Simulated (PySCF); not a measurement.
**Selenium: a sound run and one with changed settings**

Sound run: Se [Ar] 3d10 4s2 4p4, Se⁺ [Ar] 3d10 4s2 4p3. Calculation: PySCF 2.14, in x2c-SVPall (5s4p3d, 32 functions); scalar relativity by spin-free X2C-1e. The sound run starts from symmetry-adapted Hartree-Fock orbitals and uses a fine grid where one is needed.

Changed run: initial guess atom, at most 5 SCF cycles. This setting is unsound on purpose.

```
species  method  sound run (hartree)  changed run (hartree)  converged
     Se     UHF          -2427.64268            -2427.64268         no
     Se     PBE          -2429.05139            -2429.05139         no
     Se    MN15          -2430.84169            -2430.84169         no
    Se⁺     UHF          -2427.32952            -2427.32952         no
    Se⁺     PBE          -2428.70016            -2428.70016         no
    Se⁺    MN15          -2430.49607            -2430.49607         no
```

The SCF was stopped early; the energies are upper bounds that still move, and correlated levels were skipped or rest on poor orbitals.
